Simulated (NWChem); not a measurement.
Species: CrO$_{3}$; SMILES [O]=[Cr](=[O])=[O]

Program: NWChem. The geometry was optimised at PBE0/def2-SVP. Ions are spin-unrestricted doublets at the neutral geometry; other ion states weren't tried.

### Question
Estimate the computed values for PBE/def2-SVP. Quantities: vertical ionisation energy, ΔSCF (eV); −ε(HOMO) (eV).

### Answer
The vertical ionisation energy, ΔSCF (eV) is 11.35 and the −ε(HOMO) (eV) is 7.37.
